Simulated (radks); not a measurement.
Values are calculated unless marked as measured or tabulated.
Problem. Species: Tm3+. Configuration: [Xe] 4f11 6s1 (not the ground configuration). Level of theory: Dirac Kohn-Sham, BLYP, spin-unpolarised, spherical densities, finite nucleus; open shells fill j = l - 1/2 first; Fermi nuclear charge, rms radius 5.2256 fm (a radial shooting solver on a logarithmic mesh with Libxc functionals). Some entries of the table are withheld. Estimate them.

orbital  occ.  eigenvalue (Ry)  <r> (bohr)  <r^2> (bohr^2)
1s1/2       2        -4355.031     0.02001       0.0005486
2s1/2       2        -737.1277     0.08431        0.008458
2p1/2       2        -702.8644     0.07007        0.006089
2p3/2       4        -630.8085     0.07746        0.007305
3s1/2       2        -168.3150         (1)         0.05573
3p1/2       2        -153.2135      0.2103             (2)
3p3/2       4        -138.0038      0.2242             (3)
3d3/2       4              (4)      0.1973         0.04579
3d5/2       6              (5)      0.2016         0.04767
4s1/2       2        -35.83313      0.4968          0.2789
4p1/2       2        -29.75218      0.5049          0.2904
4p3/2       4        -26.29399      0.5364          0.3275
4d3/2       4        -16.27086      0.5615          0.3660
4d5/2       6        -15.63770      0.5726          0.3803
5s1/2       2         -6.68641       1.186           1.580
5p1/2       2         -4.94064       1.310           1.939
5p3/2       4         -4.44403       1.401           2.219
4f5/2       6         -3.44664      0.7095          0.6414
4f7/2       5         -3.34775      0.7199          0.6617
6s1/2       1         -1.95188       2.827           8.899

Solution. 
(1) 3s1/2 <r> (bohr): 0.2206
(2) 3p1/2 <r^2> (bohr^2): 0.05149
(3) 3p3/2 <r^2> (bohr^2): 0.05829
(4) 3d3/2 eigenvalue (Ry): -112.1899
(5) 3d5/2 eigenvalue (Ry): -108.8667
